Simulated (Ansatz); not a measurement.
Kohn–Sham single points on F₂H₂OSn, SMILES `[OH][SnH]([F])[F]`.

```yaml
crystal:
  periodic: [false, false, false]
  atoms:
    - {symbol: O, position_ang: [-0.221268, 1.145849, -1.007027]}
    - {symbol: Sn, position_ang: [0.083293, -0.083034, 0.448976]}
    - {symbol: F, position_ang: [1.584868, -1.157745, -0.013100]}
    - {symbol: F, position_ang: [-1.341258, -1.345510, 0.438604]}
    - {symbol: H, position_ang: [-0.331029, 0.715571, -1.859788]}
    - {symbol: H, position_ang: [0.267493, 0.660767, 1.946135]}
basis:
  gaussian: {orbitals: def2-TZVPP}
hamiltonian: {xc: {name: wB97M-V}}
output: {forces: true, orbitals: {seedname: orbitals}}
```

```sh
$ ansatz run in.yaml --threads 2 --pin off --events-out ev --progress --plain
```

It prints (some lines left out):

```
Functional definition: wB97M-V
1013 factors; their error is unknown
210 factors; integrals over basis functions are off by at most 5.7e-6 eV
mean field evaluation 1: about -13339.7177 eV, gradient 6.8e1 eV
mean field evaluation 2: about -13335.9552 eV, gradient 8.8e1 eV
mean field evaluation 4: about -13347.1372 eV, gradient 1.5e0 eV
mean field evaluation 8: about -13347.1442 eV, gradient 2.8e-2 eV
mean field evaluation 16: about -13347.1999 eV, gradient 8.5e-5 eV
mean field -13347.19991610 eV, -490.5005498596 hartree, gradient 2.1e-5 eV, S^2 0.000000; 0 other end points of the search recorded, 0 dependent functions left out
reference -13347.19997317 eV, -490.5005519570 hartree; 25, 25 occupied and 146, 146 virtual orbitals, 1013 factors
Total energy: -13347.19997317 eV, -490.5005519570 hartree
Atom 0 at    -0.221268     1.145849    -1.007027 Å, force    -0.005437    -0.043822    -0.049827 eV/Å
Atom 1 at     0.083293    -0.083034     0.448976 Å, force     0.017484     0.088936     0.149793 eV/Å
Atom 2 at     1.584868    -1.157745    -0.013100 Å, force     0.019053    -0.015461    -0.009838 eV/Å
Atom 3 at    -1.341258    -1.345510     0.438604 Å, force    -0.019115    -0.018135    -0.003441 eV/Å
Atom 4 at    -0.331029     0.715571    -1.859788 Å, force     0.003018     0.042802     0.032502 eV/Å
Atom 5 at     0.267493     0.660767     1.946135 Å, force    -0.015002    -0.054321    -0.119189 eV/Å
Dipole moment:     0.000110     0.358196     0.159971 e Å
```

It took 9.5 s on 2 threads of a server CPU on a shared host, with 0.44 GiB of host memory at the peak.

Changing it to `hamiltonian: {xc: {name: LC-wPBE}, dispersion: d4}` and no forces (abridged; 2.1 s):

```
WARN the engine holds no damping parameters fitted to this dispersion correction and functional, so the run takes those fitted to pbe0 (hamiltonian.dispersion, under Limitations)
Functional definition: LC-wPBE
mean field evaluation 16: about -13347.4116 eV, gradient 5.2e-5 eV
mean field -13347.41162035 eV, -490.5083298475 hartree, gradient 5.2e-5 eV, S^2 0.000000
Total energy: -13347.49414816 eV, -490.5113626882 hartree
```

The same input with `hamiltonian: {xc: {name: r2SCAN0}, dispersion: d4}` and no forces (abridged; 4.4 s):

```
Functional definition: r2SCAN0
mean field evaluation 16: about -13347.4978 eV, gradient 2.4e-5 eV
mean field -13347.49776052 eV, -490.5114954400 hartree, gradient 2.4e-5 eV, S^2 0.000000
Total energy: -13347.52446565 eV, -490.5124768357 hartree
```

With the line `hamiltonian: {xc: {name: B2PLYP}}` and no forces (abridged; 4.4 s):

```
Functional definition: B2PLYP
mean field evaluation 16: about -13331.2948 eV, gradient 5.4e-5 eV
mean field -13331.29480384 eV, -489.9160477648 hartree, gradient 9.8e-6 eV, S^2 0.000000
7 core orbitals not correlated: weight in the atoms' cores, before any rotation towards them, 1.000 or more for the frozen orbitals, at most 0.000 for the correlated occupied ones
second order -34.72339524 eV of doubles, -0.00000000 eV of singles
Total energy: -13340.67027049 eV, -490.2605898096 hartree
```

Changing it to `hamiltonian: {xc: {name: revPBE}, dispersion: d4}` and no forces (abridged; 1.6 s):

```
Functional definition: revPBE
mean field evaluation 16: about -13349.0752 eV, gradient 4.6e-5 eV
mean field -13349.07520220 eV, -490.5694653525 hartree, gradient 4.6e-5 eV, S^2 0.000000
Total energy: -13349.34723331 eV, -490.5794623118 hartree
```

With the line `hamiltonian: {xc: pbe, dispersion: d4}` (abridged; 2 s):

```
Functional definition: PBE
mean field evaluation 16: about -13343.0592 eV, gradient 2.4e-4 eV
mean field -13343.05920081 eV, -490.3483813795 hartree, gradient 1.7e-5 eV, S^2 0.000000
Total energy: -13343.15754308 eV, -490.3519953912 hartree
Atom 0 force    -0.051040     0.693408    -0.059359 eV/Å
Atom 1 force     0.043600     0.282912     0.401880 eV/Å
Atom 2 force     0.556902    -0.393436    -0.157061 eV/Å
Atom 3 force    -0.524678    -0.463159     0.010366 eV/Å
Atom 4 force    -0.048503    -0.241076    -0.398515 eV/Å
Atom 5 force     0.023721     0.121352     0.202688 eV/Å
Dipole moment:    -0.003430     0.345867     0.131525 e Å
```

LC-ωPBE has ω = 0.4 bohr⁻¹; the program lends it PBE0's D4 damping.
